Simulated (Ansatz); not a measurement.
`PB1C[SiH2]1` + H₂ → `B1C[SiH2]1` + PH₃ at 298.15 K and 1 bar (hydrogenolysis of a B–P bond).

Program: Ansatz. Geometries: PBE0-D4/def2-TZVP. ΔE: electronic, gas phase. CCSD(T)/CBS is the MP2 limit (def2-TZVPP, def2-QZVPP) plus CCSD(T) − MP2 in def2-TZVPP, frozen cores. This one scheme is used for every species. One conformer a species, not always the lowest.

```csv
species,CCSD(T)/CBS energy (Eh),H − E (kJ/mol),S (J/(mol·K))
`PB1C[SiH2]1`,-696.40651,185.7,328.9
H₂,-1.17544,35.1,130.4
`B1C[SiH2]1`,-354.85519,155.4,275.6
PH₃,-342.72256,73.1,210.2
```

H − E and S are ideal-gas, rigid-rotor, harmonic terms from PBE0-D4/def2-TZVP, for one conformer and one mirror image of each species. The MP2-based limit puts H₂ 0.8 mEh under its directly extrapolated value; such offsets cancel only in part. 1 Eh = 2625.50 kJ/mol, R = 8.31446 J/(mol·K).

Problem. By hand: ΔE, ΔH, ΔS and ΔG.

Solution. ΔE = (-354.85519) + (-342.72256) − (-696.40651) − (-1.17544) = 0.00420 Eh = 11.0 kJ/mol. Δ(H − E) = 155.4 + 73.1 − 185.7 − 35.1 = 7.7, so ΔH = 18.7 kJ/mol. ΔS = 275.6 + 210.2 − 328.9 − 130.4 = 26.5 J/(mol·K). ΔG = 18.7 − 298.15 × (26.5)/1000 = 10.8 kJ/mol.

Problem. By hand: the equilibrium constant, and the temperature at which ΔG would vanish if ΔH and ΔS stayed fixed.

Solution. log₁₀ K = −ΔG/(RT ln 10) = -1.9. ΔG = 0 at ΔH/ΔS = 706 K.

TΔS isn't small against ΔH here. A doubt of 5 kJ/mol in ΔE shifts log₁₀ K by 0.9 here. Other conformers and mirror images would add mixing entropy, several J/(mol·K) or more a flexible species. These are equilibria of isolated gas molecules and say nothing of rates. Largest T1 diagnostic: 0.017 (customary marks: 0.02 for closed shells, 0.045 for open ones).
